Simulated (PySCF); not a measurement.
Simulation results for AlB2H4N, Al2BH5O, AlBH3, BH4NSi and others

Calculation on a computer-drawn molecule: optimised geometry and harmonic frequencies of an isolated molecule of the commonest isotopes, restricted reference for singlets and unrestricted otherwise, frozen core in MP2. Program: PySCF 2.14.0.

(1) AlB2H4N

Start structure:
```xyz
8
AlB2H4N
B     -3.0292    -2.0419    -2.5992
N     -2.2424    -2.0836    -1.4394
B     -1.5080    -2.0115    -0.3690
Al    -0.3771    -1.9741     1.2941
H     -2.4507    -2.2100    -3.7007
H     -4.1088    -1.8673    -2.5234
H      0.6667    -0.8802     1.6377
H     -0.4033    -3.1398     2.4182
```

Here we set charge 0, multiplicity 1, method HF and basis cc-pV(D+d)Z.

The calculation gives: rotational constants 84.3, 1.943, 1.931 GHz; total energy -348.0942 hartree; convergence status largest gradient component 2.087e-05 hartree/bohr.

Drawn bonds:
```
atom  other atom  order
   1           2      1
   2           3      2
   3           4      1
   1           5      1
   1           6      1
   4           7      1
   4           8      1
```

Optimised structure:
```xyz
8
AlB2H4N
B     -2.9853    -2.0455    -2.6038
N     -2.2027    -2.0340    -1.4368
B     -1.5068    -2.0238    -0.3988
Al    -0.3237    -2.0059     1.3641
H     -2.5214    -2.4501    -3.6371
H     -4.1210    -1.6506    -2.5722
H      0.5372    -0.7300     1.6976
H     -0.3292    -3.2686     2.3053
```

Modes:
```
frequency (cm⁻¹)  reduced mass (dalton)
           114.2                  3.403
           123.8                  1.008
           126.8                  3.356
           290.7                  3.015
           323.3                  4.578
           418.6                  7.619
             554                  1.577
           637.3                  1.224
           834.3                  1.065
            1015                  1.388
            1105                  1.366
            1107                  2.926
            1358                  1.395
            2012                  1.047
            2015                  1.061
            2084                  9.636
            2653                  1.051
            2714                  1.129
```

(2) Al2BH5O

Start structure:
```xyz
9
Al2BH5O
B     -2.2271     1.5847     0.2122
Al    -0.3204     0.8951     0.3139
O     -0.2523    -0.6126     1.2085
Al    -0.1655    -2.0779     2.0753
H     -3.0496     1.1976    -0.5360
H     -2.6992     2.1680     1.0649
H      1.1335     1.2349    -0.1058
H      0.0424    -2.0284     3.6063
H     -0.3372    -3.3711     1.4109
```

Settings of this run: charge 0, multiplicity 1, method HF and basis cc-pV(D+d)Z.

Results for Al2BH5O: rotational constants 14.47, 1.779, 1.645 GHz; total energy -586.3657 hartree; convergence status largest gradient component 3.656e-05 hartree/bohr.

Drawn bonds:
```
atom  other atom  order
   1           2      1
   2           3      1
   3           4      1
   1           5      1
   1           6      1
   2           7      1
   4           8      1
   4           9      1
```

Optimised structure:
```xyz
9
Al2BH5O
B     -2.3057     1.6591     0.1873
Al    -0.3954     0.7089     0.4449
O     -0.2876    -0.7375     1.3109
Al    -0.0819    -2.1754     2.1555
H     -3.0291     1.4227    -0.7471
H     -2.7389     2.4741     0.9620
H      0.9506     1.3035    -0.1480
H      0.2118    -2.1210     3.7041
H     -0.1993    -3.5442     1.3806
```

Modes:
```
frequency (cm⁻¹)  reduced mass (dalton)
           68.73                   1.08
            77.9                   4.21
           100.1                   2.24
           156.5                  1.252
           206.9                  4.586
           390.5                  1.111
           503.2                   6.24
           591.2                  3.204
           606.2                  1.251
           646.7                  1.413
           673.9                  1.198
           727.2                  1.335
           861.2                  1.096
           909.7                  1.373
            1097                  14.61
            1250                   1.14
            1958                  1.042
            1992                  1.062
            2004                  1.024
            2641                  1.055
            2704                  1.119
```

(3) AlBH3

Start structure:
```xyz
5
AlBH3
B     -0.1895     0.8073    -2.4171
Al    -0.8511    -1.0471    -2.0211
H      0.1424     1.9272    -2.7279
H     -1.3806    -2.1223    -3.0370
H     -0.8424    -1.6952    -0.5794
```

Here we set charge 0, multiplicity 2, method HF and basis cc-pV(D+d)Z.

Results for AlBH3: rotational constants 131.5, 11.51, 10.58 GHz; total energy -268.2540 hartree; spin squared 0.7585; convergence status largest gradient component 8.972e-06 hartree/bohr.

Drawn bonds:
```
atom  other atom  order
   1           2      1
   1           3      1
   2           4      1
   2           5      1
```

Optimised structure:
```xyz
5
AlBH3
B     -0.2242     0.7815    -2.4430
Al    -0.8552    -1.1231    -1.9912
H      0.1413     1.8833    -2.7043
H     -1.3786    -2.0570    -3.1544
H     -0.8045    -1.6148    -0.4896
```

Modes:
```
frequency (cm⁻¹)  reduced mass (dalton)
           298.2                  1.248
           390.7                  1.065
             597                  1.127
           664.2                  4.974
           741.7                  1.344
           823.9                  1.117
            1984                   1.06
            1987                  1.023
            2816                    1.1
```

(4) BH4NSi

Start structure:
```xyz
7
BH4NSi
B     -2.0950    -0.5193     0.9320
N     -1.0518    -1.2225     0.7619
Si     0.3388    -2.1547     0.4122
H     -3.0206     0.0619     1.1367
H      0.5382    -3.0360     1.5815
H      1.4911    -1.1695     0.2789
H      0.1286    -2.8482    -0.8077
```

Here we set charge 0, multiplicity 1, method HF and basis cc-pV(D+d)Z.

It finds rotational constants 86.74, 5.238, 5.238 GHz; total energy -370.4391 hartree; convergence status largest gradient component 1.752e-05 hartree/bohr.

Drawn bonds:
```
atom  other atom  order
   1           2      2
   2           3      1
   1           4      1
   3           5      1
   3           6      1
   3           7      1
```

Optimised structure:
```xyz
7
BH4NSi
B     -2.1042    -0.5265     0.9502
N     -1.0803    -1.1934     0.7319
Si     0.3295    -2.1117     0.4317
H     -3.0710     0.1033     1.1562
H      0.5793    -3.0466     1.5508
H      1.5009    -1.2193     0.2891
H      0.1750    -2.8941    -0.8144
```

Modes:
```
frequency (cm⁻¹)  reduced mass (dalton)
           181.9                   3.27
           181.9                  3.271
           739.8                  7.799
           779.6                  1.191
           779.6                  1.191
           829.4                   1.36
           829.5                   1.36
            1038                  1.047
            1038                  1.047
            1060                  1.096
            1988                  5.124
            2308                  1.051
            2308                  1.051
            2327                  1.019
            2990                  1.198
```

(5) CH4AlClSi

Start structure:
```xyz
8
CH4AlClSi
Al    -0.8220    -0.8021     2.0681
C      1.1200    -0.7534     1.3339
Si     0.7661    -1.7991    -0.0157
Cl    -1.3971    -2.1326     0.2954
H     -1.1982    -1.6926     3.2788
H     -1.7451     0.4688     1.7880
H      2.0308    -0.3624     1.5252
H      0.9377    -2.5590    -1.2328
```

Here we set charge 0, multiplicity 1, method HF and basis cc-pV(D+d)Z.

The calculation gives: rotational constants 6.733, 1.694, 1.354 GHz; total energy -1030.5562 hartree; convergence status largest gradient component 1.595e-05 hartree/bohr.

Drawn bonds:
```
atom  other atom  order
   1           2      1
   2           3      2
   3           4      1
   1           5      1
   1           6      1
   2           7      1
   3           8      1
```

Optimised structure:
```xyz
8
CH4AlClSi
Al    -0.7647    -0.3673     2.4081
C      0.5292    -0.7981     1.0568
Si     0.5198    -2.0741    -0.0504
Cl    -0.9432    -3.4932    -0.1875
H     -2.0558    -1.2595     2.6015
H     -0.5333     0.8942     3.3360
H      1.4104    -0.1629     0.9473
H      1.5299    -2.3716    -1.0709
```

Modes:
```
frequency (cm⁻¹)  reduced mass (dalton)
           98.42                  7.365
           159.6                  1.104
           166.6                  3.318
           298.6                  3.994
           510.2                  2.562
           535.5                  1.208
           560.7                  3.044
           654.8                  1.181
             686                  3.131
           727.9                  1.129
           846.5                  1.059
           873.5                   1.09
            1007                  1.307
            1198                  5.596
            1974                  1.056
            1986                  1.028
            2394                  1.044
            3264                  1.084
```

(6) FH5OSi2

Start structure:
```xyz
9
FH5OSi2
O     -1.1466    -1.7504     1.1616
Si    -1.0011    -1.2296    -0.4619
Si    -3.0420    -1.0372    -1.4759
F     -2.7956    -0.4059    -2.9129
H     -1.6464    -1.2247     1.8418
H     -0.2219    -0.0149    -0.3605
H     -0.1437    -2.3022    -0.9363
H     -3.9583    -0.0626    -0.8940
H     -3.8468    -2.2254    -1.7705
```

Settings of this run: charge 0, multiplicity 1, method HF and basis cc-pV(D+d)Z.

The calculation gives: rotational constants 11.66, 1.97, 1.764 GHz; total energy -755.1827 hartree; convergence status largest gradient component 2.027e-05 hartree/bohr.

Drawn bonds:
```
atom  other atom  order
   1           2      1
   2           3      1
   3           4      1
   1           5      1
   2           6      1
   2           7      1
   3           8      1
   3           9      1
```

Optimised structure:
```xyz
9
FH5OSi2
O     -1.2695    -1.7786     1.1804
Si    -0.9958    -1.2743    -0.3746
Si    -3.0493    -1.0040    -1.5139
F     -2.7521    -0.3589    -2.9761
H     -1.5925    -1.1622     1.8199
H     -0.2531     0.0089    -0.3961
H     -0.1828    -2.3244    -1.0166
H     -3.9535    -0.0755    -0.8001
H     -3.7538    -2.2838    -1.7316
```

Modes:
```
frequency (cm⁻¹)  reduced mass (dalton)
            52.4                  4.036
           124.3                  5.907
           180.7                   1.09
           237.3                  11.87
           382.7                  1.073
           474.2                  6.869
           646.2                  1.336
           763.9                  1.085
             794                  1.064
           863.8                  6.234
           865.3                   4.37
           899.3                  1.138
           930.5                  1.291
           991.3                   1.26
            1022                  1.101
            1049                  1.105
            2296                   1.04
            2318                  1.043
            2329                  1.039
            2343                  1.041
            4176                  1.067
```

(7) B2HO2

Start structure:
```xyz
5
B2HO2
O     -3.3378    -2.0109    -1.2766
B     -2.8975    -0.8908    -1.1531
B     -2.3264     0.5797    -0.9229
O     -1.8309     1.6890    -0.7622
H     -1.4256     2.5778    -0.7101
```

Settings of this run: charge 1, multiplicity 1, method HF and basis cc-pVDZ.

Results for B2HO2: rotational constants 3.244, 3.244 GHz; total energy -199.4598 hartree; convergence status largest gradient component 3.795e-05 hartree/bohr.

Drawn bonds:
```
atom  other atom  order
   1           2      2
   2           3      1
   3           4      1
   4           5      1
```

Optimised structure:
```xyz
5
B2HO2
O     -3.3589    -2.0100    -1.2784
B     -2.9140    -0.9375    -1.1383
B     -2.2765     0.5991    -0.9377
O     -1.8164     1.7078    -0.7933
H     -1.4524     2.5853    -0.6772
```

Modes:
```
frequency (cm⁻¹)  reduced mass (dalton)
           115.2                  1.187
           115.2                  1.187
           202.1                  7.609
           202.1                  7.609
           502.3                  8.567
           502.3                  8.567
           614.9                   10.9
            1986                  9.093
            2302                  11.81
            3993                  1.085
```

(8) AlBFH3O

Start structure:
```xyz
7
AlBFH3O
B      0.8795     0.8813    -1.7701
Al     2.8667     1.3982    -1.2069
O      3.5329     2.8916    -1.5964
F      3.8072     0.3226    -0.3619
H     -0.0643     1.1110    -1.0629
H      0.6319     0.3418    -2.8146
H      4.3864     3.2453    -1.4097
```

Here we set charge 0, multiplicity 1, method MP2 and basis cc-pV(D+d)Z.

Drawn bonds:
```
atom  other atom  order
   1           2      1
   2           3      1
   2           4      1
   1           5      1
   1           6      1
   3           7      1
```

Questions
1. Estimate the rotational constants of AlBFH3O (entry 8).

Calculated values
1. 6.386, 5.268, 2.958 GHz

Further results for AlBFH3O (entry 8):

* total energy: -443.2775 hartree
* convergence status largest gradient component: 3.273e-05 hartree/bohr

Optimised structure:
```xyz
7
AlBFH3O
B      0.8852     0.8850    -1.7693
Al     2.8684     1.3992    -1.2061
O      3.5036     2.9263    -1.6224
F      3.8215     0.3113    -0.3509
H     -0.0661     1.1129    -1.0604
H      0.6332     0.3423    -2.8188
H      4.3944     3.2148    -1.3946
```

Modes:
```
frequency (cm⁻¹)  reduced mass (dalton)
           124.6                  1.038
           154.8                  4.227
           214.8                  3.538
           232.4                  5.386
           371.5                  1.176
           548.3                  5.335
           583.5                  1.355
           604.3                  1.382
           802.9                   6.82
           861.7                  1.699
           914.9                  4.118
            1200                  1.134
            2623                  1.055
            2702                  1.121
            3931                  1.067
```
